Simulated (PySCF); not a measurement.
Compound: SnCl3(OiPr), C₃H₇Cl₃OSn.
Bonds: Sn1–Cl2, Sn1–Cl3, Sn1–Cl4, Sn1–O5, O5–C6, C6–C7, C6–C8. Hydrogens: H9 on C6; H10, H11, H12 on C7; H13, H14, H15 on C8.

Method used: PBE0-D3(BJ)/def2-SVP geometry optimisation, gas phase, def2 core potentials past Kr (PySCF 2.14.0).

Problem. List the bond lengths, angles and torsions at this level.

Solution. 
```
                   bond  length (Å)
       Sn1–Cl2, Sn1–Cl3       2.318
                Sn1–Cl4       2.326
                 Sn1–O5       1.956
                  O5–C6       1.428
           C6–C7, C6–C8       1.516
                  C6–H9       1.107
C7–H10 and 5 like bonds       1.101
```

Bonds in one row agree within 0.01 Å and their mean is given. A selection of angles:
```
      angle  degrees
Cl2–Sn1–Cl3    108.6
Cl2–Sn1–Cl4    112.0
 Cl2–Sn1–O5    107.8
Cl3–Sn1–Cl4    107.6
 Cl3–Sn1–O5    112.8
  Sn1–O5–C6    119.9
   O5–C6–C7    106.0
   O5–C6–C8    111.4
   O5–C6–H9    109.1
   C7–C6–C8    112.9
   C7–C6–H9    108.7
  C6–C7–H10    110.2
  C6–C7–H11    110.6
 H10–C7–H11    108.8
 H10–C7–H12    108.3
```

Torsions: Cl2–Sn1–O5–C6 155° (antiperiplanar); Sn1–O5–C6–C7 -174° (antiperiplanar). The mirror-image conformer, all signs reversed, is as good.

Sn1 (tin bonded to 3 Cl and O) is tetrahedral (angles from 107.6° to 112.8°).

Point group: C1 (no symmetry element, even within 0.4 Å). Whether it is a minimum is left open (no frequencies). One conformer, not necessarily the lowest.
